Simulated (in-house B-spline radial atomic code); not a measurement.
Sn³⁹⁺. Computed with a B-spline radial atomic code. Model: all-electron spherical atom, spin shells full or empty, radial basis limit, no spin-orbit coupling: exact exchange with a local potential (Slater, KLI or optimised effective potential, whose far tail is KLI's), no correlation.

Empty minority-spin level lies below the highest occupied level: each spin potential is zero at infinity, spin occupations fixed.

Exchange potential has not reached -1/r at the last radius.

The run also made RPA and GW results, which its time includes.

The Slater potential averages the orbital exchange potentials with the orbital densities as weights, KLI adds orbital constants, and the optimised effective potential minimises the exact-exchange energy among local potentials. So their energies lie above Hartree-Fock in the order OEP, KLI, Slater. All fall off as −1/r, unlike LDA and GGA exchange.

Command:
```bash
python run_gw.py task.json out
```
Settings (lengths in bohr, energies in hartree):
```
Z                      50
electrons              11
configuration          [Ne] 3s1
hamiltonian            nr
method                 oep
lmax                   9
spin_polarised         True
box_radius             2.51
intervals              63
ion_configuration      [He] 2s2 2p6
```

Time taken, with all properties: 4 s on 1 thread of Arm Neoverse N1, with other jobs on the host.

Given: hamiltonian non-relativistic; mean-field start exchange-only OEP.

Computed: energy above Hartree-Fock 2.7537 millihartree; virial ratio -E/T less 1 0.

| radius (bohr) | r times exchange potential up (hartree bohr) | r times exchange potential down (hartree bohr) |
| --- | --- | --- |
| 0.001 | -0.041694 | -0.043823 |
| 0.0012 | -0.049994 | -0.052549 |
| 0.00143 | -0.059513 | -0.062559 |
| 0.00171 | -0.071056 | -0.074701 |
| 0.00204 | -0.08459 | -0.088944 |
| 0.00244 | -0.10086 | -0.10608 |
| 0.00292 | -0.12019 | -0.12644 |
| 0.00349 | -0.14279 | -0.15029 |
| 0.00417 | -0.16921 | -0.1782 |
| 0.00499 | -0.20019 | -0.211 |
| 0.00596 | -0.23547 | -0.24846 |
| 0.00713 | -0.27584 | -0.29152 |
| 0.00852 | -0.32056 | -0.3395 |
| 0.0102 | -0.36969 | -0.39267 |
| 0.0122 | -0.42104 | -0.44897 |
| 0.0146 | -0.47251 | -0.50656 |
| 0.0174 | -0.51907 | -0.56049 |
| 0.0208 | -0.55719 | -0.6079 |
| 0.0249 | -0.57848 | -0.64099 |
| 0.0297 | -0.57447 | -0.6518 |
| 0.0355 | ? | ? |
| 0.0425 | -0.5253 | -0.64191 |
| 0.0508 | -0.57817 | -0.71114 |
| 0.0607 | -0.70732 | -0.8578 |
| 0.0726 | ? | ? |
| 0.0868 | -0.95759 | -1.1727 |
| 0.104 | -1.0269 | -1.2887 |
| 0.124 | -1.0415 | -1.3594 |
| 0.148 | -0.98732 | -1.3815 |
| 0.177 | -0.83896 | -1.3575 |
| 0.212 | -0.68887 | -1.3018 |
| 0.253 | -0.81007 | -1.2354 |
| 0.303 | -0.94416 | -1.1695 |
| 0.362 | -0.9865 | -1.1102 |
| 0.433 | -0.99781 | -1.0464 |
| 0.518 | -1.0004 | -0.98921 |
| 0.619 | -1.0002 | -0.94272 |

(1) What belongs in the row 0.0355?

(2) What belongs in the row 0.0726?

```json
{"occupied": "1s up", "level (hartree)": "-1119.2", "Hartree-Fock level (hartree)": "-1131"}
{"occupied": "1s down", "level (hartree)": "-1121.7", "Hartree-Fock level (hartree)": "-1130.8"}
{"occupied": "2s up", "level (hartree)": "-237.4", "Hartree-Fock level (hartree)": "-240.99"}
{"occupied": "2s down", "level (hartree)": "-239.97", "Hartree-Fock level (hartree)": "-240.67"}
{"occupied": "2p up", "level (hartree)": "?", "Hartree-Fock level (hartree)": "?"}
{"occupied": "2p down", "level (hartree)": "-231.36", "Hartree-Fock level (hartree)": "-231.36"}
{"occupied": "3s up", "level (hartree)": "-98.362", "Hartree-Fock level (hartree)": "-98.361"}
```

(3) What belongs in the row 2p up?

```json
{"empty": "3s down", "level (hartree)": "-99.439"}
{"empty": "3p down", "level (hartree)": "-96.592"}
{"empty": "3p up", "level (hartree)": "?"}
{"empty": "3d down", "level (hartree)": "?"}
{"empty": "3d up", "level (hartree)": "-91.087"}
{"empty": "4s down", "level (hartree)": "-54.097"}
{"empty": "4s up", "level (hartree)": "-53.82"}
{"empty": "4p down", "level (hartree)": "-52.89"}
{"empty": "4p up", "level (hartree)": "-52.566"}
{"empty": "4d down", "level (hartree)": "-51.401"}
{"empty": "4d up", "level (hartree)": "-51.01"}
{"empty": "4f down", "level (hartree)": "-50.516"}
{"empty": "4f up", "level (hartree)": "-50.119"}
```

(4) What belongs in the row 3p up?

(5) What belongs in the row 3d down?

Answers

(1) r times exchange potential up (hartree bohr): -0.54563; r times exchange potential down (hartree bohr): -0.64188.

(2) r times exchange potential up (hartree bohr): -0.84774; r times exchange potential down (hartree bohr): -1.0255.

(3) level (hartree): -228.79; Hartree-Fock level (hartree): -231.49.

(4) level (hartree): -95.334.

(5) level (hartree): -92.867.

The highest level, 3s up, differs from Hartree-Fock by -0.022 eV and the deepest, 1s down, by +249 eV: a local potential can match the highest level but can't give each shell its own exchange.
